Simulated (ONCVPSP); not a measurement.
## What one change does to a pseudopotential (Br (Z = 35), ONCV)

```
Element                 : bromine
Generator               : ONCVPSP 4.0.1
Type                    : optimised norm-conserving Vanderbilt (ONCV)
Functional              : BLYP
Relativity              : scalar-relativistic
Frozen core             : [Ne]
Valence charge          : 25
Reference configuration : 3s2 3p6 3d10 4s2 4p4.5 (charge +0.5)
Partial waves           : 3s+4s: rc 1.10 bohr, ncon 5, nbas 9, qcut 8.5 1/bohr, 2 projectors; 3p+4p: rc 1.15 bohr, ncon 4, nbas 8, qcut 9.6 1/bohr, 2 projectors; 3d: rc 1.10 bohr, ncon 4, nbas 9, qcut 11.9 1/bohr, local
Local potential         : the d channel
Core correction         : Teter function fitted to the true core (icmod 2), fcfact 0.35
```

All-electron outer shells of the reference configuration (BLYP, scalar-relativistic, ld1.x):

```csv
shell,level (eV),outermost node (bohr),outermost maximum (bohr)
2s,-1738.76,0.06,0.16
2p,-1534.49,–,0.13
3s,-243.08,0.23,0.48
3p,-178.62,0.21,0.48
3d,-71.96,–,0.43
4s,-24.98,0.67,1.41
4p,-12.35,0.70,1.64
```

Change: s: qcut 11.5; p: qcut 13; d: qcut 16.2.

Cutoffs: the cutoffs (Ha) at which the residual kinetic energy of the hardest occupied pseudo-wave falls to 1 and 0.1 mHa per electron; they do not see the model core or the augmentation charge, which bear on the density cutoff. Errors are all-electron minus pseudo energies relative to the spin-unpolarised reference configuration.

Q: What does the change do?

A: The potential gets neither clearly harder nor softer (79 Ha and 249 Ha → 100 Ha and 111 Ha); both files keep a bound ghost (s); the number of tests with a reliable result goes from 4 to 0; the range in which the s phases agree widens (upper end 1.6 → at the end of the scan).

| quantity | base | changed |
| --- | --- | --- |
| cutoff, loose | 79 Ha | 100 Ha |
| cutoff, tight | 249 Ha | 111 Ha |
| loose cutoff by channel | s 32 Ha, p 50 Ha, d 79 Ha | s 48 Ha, p 62 Ha, d 100 Ha |
| bound ghosts | s | s |
| GHOST(+) flags under 300 eV | none | none |
| tests with a reliable result | 4 of 4 | 0 of 4 |
| s: phases at 1.11 bohr within 0.05 rad from the reference energy up to (Ha; the scan ends near 5) | 1.6 | to the end of the scan |
| p: phases at 1.17 bohr within 0.05 rad from the reference energy up to (Ha; the scan ends near 5) | to the end of the scan | to the end of the scan |
| d: phases at 1.11 bohr within 0.05 rad from the reference energy up to (Ha; the scan ends near 5) | -1.6 | -1.1 |
| rms error of d²Exc/dni dnj with the model core, mHa | 1.88 | 2.05 |

 A true bound ghost makes a file unfit for plane-wave use even where its test errors are small: the radial tests pick states by their node count and pass the ghost by.
